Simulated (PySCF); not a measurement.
Re (SMILES [Re]), sextet (core potentials on Re); SVWN5/def2-SVP in PySCF.

PySCF was given this input:
```python
from pyscf import gto, scf, dft

mol = gto.Mole()
mol.atom = '''
    Re    0.000000    0.000000    0.000000
'''
mol.basis = 'def2-svp'
mol.ecp = {'Re': 'def2-svp'}
mol.charge = 0
mol.spin = 5
mol.verbose = 4
mol.build()

mf = dft.UKS(mol)
mf.xc = 'lda,vwn'
mf.level_shift = 0.5
mf.max_cycle = 100
mf.kernel()
```

The log (banner, timings and long lists left out):

```
PySCF version 2.14.0

[INPUT] verbose = 4
[INPUT] num. atoms = 1
[INPUT] num. electrons = 15
[INPUT] charge = 0
[INPUT] spin (= nelec alpha-beta = 2S) = 5
[INPUT] symmetry False subgroup None
[INPUT] Mole.unit = angstrom
[INPUT] Symbol           X                Y                Z      unit          X                Y                Z       unit  Magmom
[INPUT]  1 Re     0.000000000000   0.000000000000   0.000000000000 AA    0.000000000000   0.000000000000   0.000000000000 Bohr   0.0

nuclear repulsion = 0
number of shells = 12
number of NR pGTOs = 57
number of NR cGTOs = 32
basis = def2-svp
ecp = {'Re': 'def2-svp'}

******** <class 'pyscf.dft.uks.UKS'> ********
method = UKS
initial guess = minao
damping factor = 0
level_shift factor = 0.5
DIIS = <class 'pyscf.scf.diis.CDIIS'>
diis_start_cycle = 1
diis_space = 8
diis_damp = 0
SCF conv_tol = 1e-09
SCF conv_tol_grad = None
SCF max_cycles = 100
direct_scf = True
direct_scf_tol = 1e-13
number electrons alpha = 10  beta = 5
XC library pyscf.dft.libxc version 7.1.2
    S. Lehtola, C. Steigemann, M. J. T. Oliveira, and M. A. L. Marques,  SoftwareX 7, 1–5 (2018)
XC functionals = lda,vwn
    P. A. M. Dirac,  Math. Proc. Cambridge Philos. Soc. 26, 376 (1930)
    F. Bloch,  Z. Phys. 57, 545 (1929)
    S. H. Vosko, L. Wilk, and M. Nusair,  Can. J. Phys. 58, 1200 (1980)
radial grids:
    Treutler-Ahlrichs [JCP 102, 346 (1995); DOI:10.1063/1.469408] (M4) radial grids

becke partition: Becke, JCP 88, 2547 (1988); DOI:10.1063/1.454033
pruning grids: <function nwchem_prune>
grids dens level: 3
symmetrized grids: False
atomic radii adjust function: <function treutler_atomic_radii_adjust>
small_rho_cutoff = 0
Set gradient conv threshold to 3.16228e-05
tot grids = 24312
init E= -66.1857137458668

cycle= 1 E= -77.917756528543  delta_E= -11.7  |g|= 0.279  |ddm|= 5.47
cycle= 2 E= -77.9552405136782  delta_E= -0.0375  |g|= 0.0854  |ddm|= 0.538
cycle= 3 E= -77.9578073349831  delta_E= -0.00257  |g|= 0.0239  |ddm|= 0.178
cycle= 4 E= -77.9582005132511  delta_E= -0.000393  |g|= 0.00776  |ddm|= 0.0614
cycle= 5 E= -77.9583278559302  delta_E= -0.000127  |g|= 0.00557  |ddm|= 0.0324
cycle= 6 E= -77.9584362276776  delta_E= -0.000108  |g|= 0.00525  |ddm|= 0.022
cycle= 7 E= -77.9585545559176  delta_E= -0.000118  |g|= 0.00616  |ddm|= 0.019
cycle= 8 E= -77.9586991031896  delta_E= -0.000145  |g|= 0.00724  |ddm|= 0.0183
cycle= 9 E= -77.9588793887182  delta_E= -0.00018  |g|= 0.00907  |ddm|= 0.0204
cycle= 10 E= -77.9591127779313  delta_E= -0.000233  |g|= 0.0107  |ddm|= 0.0224
cycle= 11 E= -77.9594083661878  delta_E= -0.000296  |g|= 0.0127  |ddm|= 0.0252
cycle= 12 E= -77.9597876665566  delta_E= -0.000379  |g|= 0.0148  |ddm|= 0.0283
cycle= 13 E= -77.9602444658112  delta_E= -0.000457  |g|= 0.0182  |ddm|= 0.0321
cycle= 14 E= -77.9608329696258  delta_E= -0.000589  |g|= 0.0211  |ddm|= 0.0357
cycle= 15 E= -77.9616095103873  delta_E= -0.000777  |g|= 0.0231  |ddm|= 0.0401
cycle= 16 E= -77.962512775715  delta_E= -0.000903  |g|= 0.0274  |ddm|= 0.0449
cycle= 17 E= -77.9636665973435  delta_E= -0.00115  |g|= 0.0307  |ddm|= 0.05
cycle= 18 E= -77.9650037427284  delta_E= -0.00134  |g|= 0.0359  |ddm|= 0.0557
cycle= 19 E= -77.9665996529334  delta_E= -0.0016  |g|= 0.0412  |ddm|= 0.0614
cycle= 20 E= -77.9684560653441  delta_E= -0.00186  |g|= 0.0469  |ddm|= 0.067
cycle= 21 E= -77.9705628304198  delta_E= -0.00211  |g|= 0.0531  |ddm|= 0.0724
cycle= 22 E= -77.9727541091952  delta_E= -0.00219  |g|= 0.0613  |ddm|= 0.0773
cycle= 23 E= -77.9750096911906  delta_E= -0.00226  |g|= 0.0705  |ddm|= 0.0813
cycle= 24 E= -77.9774179894318  delta_E= -0.00241  |g|= 0.0788  |ddm|= 0.0845
cycle= 25 E= -77.9793411736142  delta_E= -0.00192  |g|= 0.0911  |ddm|= 0.0861
cycle= 26 E= -77.9809168465154  delta_E= -0.00158  |g|= 0.104  |ddm|= 0.0867
cycle= 27 E= -77.9824690675676  delta_E= -0.00155  |g|= 0.115  |ddm|= 0.0858
cycle= 28 E= -77.9837002642475  delta_E= -0.00123  |g|= 0.126  |ddm|= 0.0831
cycle= 29 E= -77.9825726171605  delta_E= 0.00113  |g|= 0.148  |ddm|= 0.0826
cycle= 30 E= -77.9815989087242  delta_E= 0.000974  |g|= 0.164  |ddm|= 0.0768
cycle= 31 E= -77.9857688462191  delta_E= -0.00417  |g|= 0.153  |ddm|= 0.0777
cycle= 32 E= -77.9963989452737  delta_E= -0.0106  |g|= 0.102  |ddm|= 0.124
cycle= 33 E= -78.0045431670764  delta_E= -0.00814  |g|= 0.042  |ddm|= 0.15
cycle= 34 E= -78.007266894459  delta_E= -0.00272  |g|= 0.0208  |ddm|= 0.117
cycle= 35 E= -78.0081544374976  delta_E= -0.000888  |g|= 0.029  |ddm|= 0.0824
cycle= 36 E= -78.0090581741542  delta_E= -0.000904  |g|= 0.0275  |ddm|= 0.0544
cycle= 37 E= -78.0099043537915  delta_E= -0.000846  |g|= 0.025  |ddm|= 0.0439
cycle= 38 E= -78.0106465970372  delta_E= -0.000742  |g|= 0.0229  |ddm|= 0.0397
cycle= 39 E= -78.0112762119418  delta_E= -0.00063  |g|= 0.0209  |ddm|= 0.035
cycle= 40 E= -78.0117862535305  delta_E= -0.00051  |g|= 0.0203  |ddm|= 0.0337
cycle= 41 E= -78.0122631125982  delta_E= -0.000477  |g|= 0.018  |ddm|= 0.0302
cycle= 42 E= -78.0126423513188  delta_E= -0.000379  |g|= 0.0168  |ddm|= 0.0277
cycle= 43 E= -78.0129765161198  delta_E= -0.000334  |g|= 0.0147  |ddm|= 0.0247
cycle= 44 E= -78.0132526682887  delta_E= -0.000276  |g|= 0.013  |ddm|= 0.0232
cycle= 45 E= -78.0134826605279  delta_E= -0.00023  |g|= 0.0113  |ddm|= 0.0207
cycle= 46 E= -78.0136693867065  delta_E= -0.000187  |g|= 0.00988  |ddm|= 0.0186
cycle= 47 E= -78.0138124618989  delta_E= -0.000143  |g|= 0.00943  |ddm|= 0.0171
cycle= 48 E= -78.0139344919161  delta_E= -0.000122  |g|= 0.00881  |ddm|= 0.0156
cycle= 49 E= -78.0140403685858  delta_E= -0.000106  |g|= 0.00774  |ddm|= 0.0141
cycle= 50 E= -78.0141259662675  delta_E= -8.56e-05  |g|= 0.00693  |ddm|= 0.0127
cycle= 51 E= -78.0141972338038  delta_E= -7.13e-05  |g|= 0.00609  |ddm|= 0.0115
cycle= 52 E= -78.0142557079078  delta_E= -5.85e-05  |g|= 0.00533  |ddm|= 0.0104
cycle= 53 E= -78.014302033029  delta_E= -4.63e-05  |g|= 0.0049  |ddm|= 0.00941
cycle= 54 E= -78.014340774849  delta_E= -3.87e-05  |g|= 0.00448  |ddm|= 0.00862
cycle= 55 E= -78.0143727769826  delta_E= -3.2e-05  |g|= 0.00407  |ddm|= 0.00783
cycle= 56 E= -78.0143990538291  delta_E= -2.63e-05  |g|= 0.0037  |ddm|= 0.00706
cycle= 57 E= -78.0144208782219  delta_E= -2.18e-05  |g|= 0.00335  |ddm|= 0.00647
cycle= 58 E= -78.0144388441913  delta_E= -1.8e-05  |g|= 0.003  |ddm|= 0.00582
cycle= 59 E= -78.0144535270398  delta_E= -1.47e-05  |g|= 0.00271  |ddm|= 0.00526
cycle= 60 E= -78.014465615256  delta_E= -1.21e-05  |g|= 0.00243  |ddm|= 0.00475
cycle= 61 E= -78.0144755233999  delta_E= -9.91e-06  |g|= 0.00219  |ddm|= 0.00431
cycle= 62 E= -78.0144836957978  delta_E= -8.17e-06  |g|= 0.00194  |ddm|= 0.00389
cycle= 63 E= -78.014490351736  delta_E= -6.66e-06  |g|= 0.00175  |ddm|= 0.00353
cycle= 64 E= -78.0144958043273  delta_E= -5.45e-06  |g|= 0.00158  |ddm|= 0.0032
cycle= 65 E= -78.0145002774859  delta_E= -4.47e-06  |g|= 0.00143  |ddm|= 0.0029
cycle= 66 E= -78.0145039488548  delta_E= -3.67e-06  |g|= 0.0013  |ddm|= 0.00263
cycle= 67 E= -78.0145069822798  delta_E= -3.03e-06  |g|= 0.00118  |ddm|= 0.00239
cycle= 68 E= -78.0145094778737  delta_E= -2.5e-06  |g|= 0.00108  |ddm|= 0.00217
cycle= 69 E= -78.0145115307865  delta_E= -2.05e-06  |g|= 0.000989  |ddm|= 0.00197
cycle= 70 E= -78.0145132206337  delta_E= -1.69e-06  |g|= 0.00091  |ddm|= 0.00179
cycle= 71 E= -78.0145146152392  delta_E= -1.39e-06  |g|= 0.000839  |ddm|= 0.00163
cycle= 72 E= -78.0145157709856  delta_E= -1.16e-06  |g|= 0.000765  |ddm|= 0.00148
cycle= 73 E= -78.014516726357  delta_E= -9.55e-07  |g|= 0.000693  |ddm|= 0.00134
cycle= 74 E= -78.0145175168969  delta_E= -7.91e-07  |g|= 0.000621  |ddm|= 0.00121
cycle= 75 E= -78.0145181628053  delta_E= -6.46e-07  |g|= 0.000562  |ddm|= 0.0011
cycle= 76 E= -78.0145186919364  delta_E= -5.29e-07  |g|= 0.000509  |ddm|= 0.000996
cycle= 77 E= -78.0145191280551  delta_E= -4.36e-07  |g|= 0.000456  |ddm|= 0.000899
cycle= 78 E= -78.0145194846105  delta_E= -3.57e-07  |g|= 0.000415  |ddm|= 0.000817
cycle= 79 E= -78.0145197783681  delta_E= -2.94e-07  |g|= 0.000375  |ddm|= 0.00074
cycle= 80 E= -78.0145200198223  delta_E= -2.41e-07  |g|= 0.000339  |ddm|= 0.00067
cycle= 81 E= -78.0145202180488  delta_E= -1.98e-07  |g|= 0.000306  |ddm|= 0.000608
cycle= 82 E= -78.0145203812659  delta_E= -1.63e-07  |g|= 0.000276  |ddm|= 0.000551
cycle= 83 E= -78.0145205151387  delta_E= -1.34e-07  |g|= 0.000251  |ddm|= 0.0005
cycle= 84 E= -78.0145206250976  delta_E= -1.1e-07  |g|= 0.000229  |ddm|= 0.000454
cycle= 85 E= -78.0145207157447  delta_E= -9.06e-08  |g|= 0.000209  |ddm|= 0.000412
cycle= 86 E= -78.0145207905769  delta_E= -7.48e-08  |g|= 0.00019  |ddm|= 0.000374
cycle= 87 E= -78.0145208522213  delta_E= -6.16e-08  |g|= 0.000173  |ddm|= 0.00034
cycle= 88 E= -78.0145209029857  delta_E= -5.08e-08  |g|= 0.000157  |ddm|= 0.000308
cycle= 89 E= -78.014520944762  delta_E= -4.18e-08  |g|= 0.000143  |ddm|= 0.00028
cycle= 90 E= -78.0145209792095  delta_E= -3.44e-08  |g|= 0.000129  |ddm|= 0.000254
cycle= 91 E= -78.0145210075357  delta_E= -2.83e-08  |g|= 0.000117  |ddm|= 0.00023
cycle= 92 E= -78.0145210308272  delta_E= -2.33e-08  |g|= 0.000106  |ddm|= 0.000209
cycle= 93 E= -78.0145210499926  delta_E= -1.92e-08  |g|= 9.63e-05  |ddm|= 0.000189
cycle= 94 E= -78.0145210657576  delta_E= -1.58e-08  |g|= 8.73e-05  |ddm|= 0.000172
cycle= 95 E= -78.014521078731  delta_E= -1.3e-08  |g|= 7.92e-05  |ddm|= 0.000156
cycle= 96 E= -78.0145210894061  delta_E= -1.07e-08  |g|= 7.18e-05  |ddm|= 0.000141
cycle= 97 E= -78.0145210981877  delta_E= -8.78e-09  |g|= 6.51e-05  |ddm|= 0.000128
cycle= 98 E= -78.0145211054166  delta_E= -7.23e-09  |g|= 5.9e-05  |ddm|= 0.000116
cycle= 99 E= -78.0145211113627  delta_E= -5.95e-09  |g|= 5.34e-05  |ddm|= 0.000105
cycle= 100 E= -78.014521116255  delta_E= -4.89e-09  |g|= 4.84e-05  |ddm|= 9.55e-05
SCF not converged.
SCF energy = -78.014521116255 after 100 cycles  <S^2> = 8.7618344  2S+1 = 6.0039435
```

Convergence was not reached.
